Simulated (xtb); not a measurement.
BBr2 (SMILES Br[B]Br), doublet, geometry from GFN2-xTB; GFN0-xTB (xtb 6.7.1).

Input for xtb:
```
$ xtb mol.xyz --gfn 0 --chrg 0 --uhf 1 --json

# file mol.xyz
3

Br    -1.63757191    -0.08958501     0.00510133
B     -0.01549352     0.82472876    -0.03127262
Br     1.63978527    -0.02823338    -0.00063381
```

What the program printed (banner, timings and long lists left out):

```
   ID    Z sym.   atoms
    1   35 Br     1, 3
    2    5 B      2

           -------------------------------------------------
          |                Calculation Setup                |
           -------------------------------------------------

           -------------------------------------------------
          |                 G F N 0 - x T B                 |
           -------------------------------------------------

          ...................................................
          :                      SETUP                      :
          :.................................................:
          :  # basis functions                  24          :
          :  # atomic orbitals                  22          :
          :  # shells                            8          :
          :  # electrons                        17          :
          :  electronic temp.          300.0000000     K    :
          :  accuracy                    1.0000000          :
          :  -> integral cutoff          0.2500000E+02      :
          :  -> integral neglect         0.1000000E-07      :
          ...................................................

         :::::::::::::::::::::::::::::::::::::::::::::::::::::
         ::                     SUMMARY                     ::
         :::::::::::::::::::::::::::::::::::::::::::::::::::::
         :: total energy              -8.621239830988 Eh    ::
         :: gradient norm              0.023214923837 Eh/a0 ::
         :: HOMO-LUMO gap              1.577523103150 eV    ::
         ::.................................................::
         :: H0 energy                 -8.627772075769 Eh    ::
         :: repulsion energy           0.028684042577 Eh    ::
         :: electrostat energy        -0.021495506770 Eh    ::
         :: -> Gsolv                   0.000000000000 Eh    ::
         ::    -> Gsasa                0.000000000000 Eh    ::
         ::    -> Gshift               0.000000000000 Eh    ::
         :: dispersion energy         -0.000656291025 Eh    ::
         :: short-range corr.          0.000000000000 Eh    ::
         :: add. restraining           0.000000000000 Eh    ::
         :: total charge              -0.000000000000 e     ::
         :::::::::::::::::::::::::::::::::::::::::::::::::::::

           -------------------------------------------------
          |                Property Printout                |
           -------------------------------------------------

    * Orbital Energies and Occupations

         #    Occupation            Energy/Eh            Energy/eV
      -------------------------------------------------------------
         1        2.0000           -0.7322857             -19.9265
         2        2.0000           -0.7319700             -19.9179
         3        2.0000           -0.5071354             -13.7999
         4        2.0000           -0.4569219             -12.4335
         5        2.0000           -0.4438846             -12.0787
         6        2.0000           -0.4435474             -12.0695
         7        2.0000           -0.4243898             -11.5482
         8        2.0000           -0.4172259             -11.3533
         9        1.0000           -0.3130509              -8.5185 (HOMO)
        10                         -0.2550780              -6.9410 (LUMO)
        11                         -0.1688615              -4.5950
        12                         -0.1406471              -3.8272
        13                         -0.0460943              -1.2543
        14                         -0.0458799              -1.2485
        15                         -0.0412517              -1.1225
        16                         -0.0400213              -1.0890
        17                         -0.0311869              -0.8486
        18                         -0.0125912              -0.3426
        19                          0.0221497               0.6027
        20                          0.0774052               2.1063
       ...                                ...                  ...
        22                          0.5841410              15.8953
      -------------------------------------------------------------
                  HL-Gap            0.0579729 Eh            1.5775 eV
             Fermi-level            0.0000000 Eh            0.0000 eV

     #   Z          covCN         q      C6AA      α(0)
     1  35 Br       1.049    -0.138   184.417    21.910
     2   5 B        1.699     0.276    45.794    13.420
     3  35 Br       1.049    -0.138   184.417    21.910

 Mol. C6AA /au·bohr⁶  :       1147.532279
 Mol. C8AA /au·bohr⁸  :      66740.898190
 Mol. α(0) /au        :         57.240630

Wiberg/Mayer (AO) data.
largest (>0.10) Wiberg bond orders for each atom

 ---------------------------------------------------------------------------
     #   Z sym  total        # sym  WBO       # sym  WBO       # sym  WBO
 ---------------------------------------------------------------------------
     1  35 Br   1.365 --     2 B    1.237     3 Br   0.128
     2   5 B    2.474 --     3 Br   1.237     1 Br   1.237
     3  35 Br   1.365 --     2 B    1.237     1 Br   0.128
 ---------------------------------------------------------------------------

Topologies differ in total number of bonds
Writing topology from bond orders to xtbtopo.mol

 dipole moment from electron density (au)
     X       Y       Z
  -0.0125   0.6633  -0.0251  total (Debye):    1.687

           -------------------------------------------------
          | TOTAL ENERGY               -8.621239830988 Eh   |
          | GRADIENT NORM               0.023214923837 Eh/α |
          | HOMO-LUMO GAP               1.577523103150 eV   |
           -------------------------------------------------

normal termination of xtb
```
